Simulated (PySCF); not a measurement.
[PySCF 2.14.0 with density-fitted response routines: shielding tensors at PBE0/pcSseg-1 (GIAO); GFN2-xTB geometry; equivalent nuclei averaged; a single conformation; no relativistic terms; no solvent]

Scale: TMS for ¹H (σ = 31.72 ppm) and ¹³C (σ = 186.93 ppm) (reference shieldings calculated alike). Shifts are as computed. Against solution values, carbons near 30 ppm lie about +3 ppm off and those near 130 ppm about +5 ppm. Of 1211 compounds with measured shifts, 218 miss one by over three times the rms of a fit or turn the order of signals round; such compounds aren't used in these exercises.

(1) Order these molecules by the shift of their most deshielded carbon-bound hydrogen, lowest δ first.
A. C1CCC1
B. C1=CC(c2ccco2)C=CO1
C. CC1CC1
D. O=COC1=C/C=C\C=C/C=C\1
E. N#CCC1=C[SiH2]C1([SiH3])[SiH3]

(2) Order these molecules by the shift of their most deshielded carbon, lowest δ first.
A. O=COC1=C/C=C\C=C/C=C\1
B. N#CCC1=C[SiH2]C1([SiH3])[SiH3]
C. C1CCC1

(3) How many ¹³C and ¹H signals does each give (equivalence by symmetry and fast rotation, but not about amide C–N or C=N bonds)? `O=COC1=C/C=C\C=C/C=C\1`, `N#CCC1=C[SiH2]C1([SiH3])[SiH3]`, `C1CCC1`, `CC1CC1`, `C1=CC(c2ccco2)C=CO1`

Results:

(1) C (1.09 ppm, hydrogen on a methyl carbon), A (2.10 ppm, hydrogen on an sp3 CH2 in a ring), E (5.93 ppm, hydrogen on an alkene CH), B (7.29 ppm, hydrogen on an aromatic CH next to the ring oxygen), D (8.21 ppm, hydrogen on an ester carbonyl carbon).

(2) C (21.2 ppm, sp3 CH2 in a ring), A (163.2 ppm, ester carbonyl carbon), B (171.0 ppm, fully substituted alkene carbon).

(3) O=COC1=C/C=C\C=C/C=C\1: 9 C, 8 H; N#CCC1=C[SiH2]C1([SiH3])[SiH3]: 5 C, 4 H; C1CCC1: 1 C, 1 H; CC1CC1: 3 C, 4 H; C1=CC(c2ccco2)C=CO1: 7 C, 6 H.
